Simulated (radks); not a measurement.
Values are calculated unless marked as measured or tabulated.
Problem. The mean radii <r> (bohr) of the occupied orbitals of an atom or ion are listed with their occupations. Level of theory: non-relativistic Kohn-Sham, TPSS, spin-polarised, spherical densities, point nucleus; meta-GGA in the generalised Kohn-Sham scheme (a radial shooting solver on a logarithmic mesh with Libxc functionals).

orbital  occ.      <r>
1s up       1  0.03381
1s down     1  0.03381
2s up       1   0.1443
2s down     1   0.1443
2p up       3   0.1233
2p down     3   0.1232
3s up       1   0.3454

Name the element and its charge. Open shells, if any, are filled with parallel spins first.

Solution. Z = 45, rhodium, charge +34: Rh34+ in [Ne] 3s1. The 1s radius gives Z: for a bare nucleus <r> = 1.5/Z, 0.03333 bohr for Z = 45, and screening makes it slightly larger (0.03381 here). The occupations add up to 11, and the charge is Z minus that.
